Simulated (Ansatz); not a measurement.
CH$_{5}$BGeSe, relaxed with RKS PBE0-D4/def2-TZVP in Ansatz 0.2.0 from a PBE-D4/def2-SVP geometry. The force threshold is 0.005 eV/Å; the program also tests the step.

Total charge 0; spin multiplicity 1. The bonds changed during the relaxation, so this is another structure than the one it started from.

Start:

```xyz
9

B     0.052   -1.383    0.292
Ge    0.396    0.311   -0.909
C    -0.496    1.289    0.597
Se   -0.684   -0.054    1.770
H     0.992   -2.033    0.723
H    -0.922   -2.043   -0.056
H    -0.301    0.668   -2.261
H     1.825    0.939   -0.998
H    -0.862    2.306    0.842
```

```csv
step,energy (eV),largest force (eV/Å),largest move (Å)
1,-123644.6207,0.754,0.000
2,-123644.6504,0.263,0.028
3 (rejected),-123644.6502,0.183,0.041
4,-123644.6550,0.059,0.017
5 (rejected),-123644.6546,0.132,0.057
6,-123644.6559,0.020,0.027
7 (rejected),-123644.6543,0.080,0.050
8,-123644.6565,0.008,0.025
9,-123644.6569,0.007,0.024
10,-123644.6571,0.025,0.037
11 (rejected),-123644.6571,0.051,0.041
12,-123644.6573,0.023,0.020
13,-123644.6573,0.021,0.011
14,-123644.6573,0.018,0.004
15,-123644.6573,0.011,0.005
16,-123644.6573,0.005,0.003
17,-123644.6573,0.002,0.001
```

End:

```xyz
9

B     0.031   -1.383    0.272
Ge    0.412    0.313   -0.891
C    -0.466    1.289    0.613
Se   -0.842   -0.065    1.684
H     0.975   -1.910    0.799
H    -0.830   -2.130   -0.112
H    -0.369    0.656   -2.182
H     1.822    0.922   -1.077
H    -0.732    2.308    0.895
```

Hardware: 4 threads of an Intel Xeon 6975P-C on a shared host. Wall time 37 s, peak host memory 0.64 GiB.
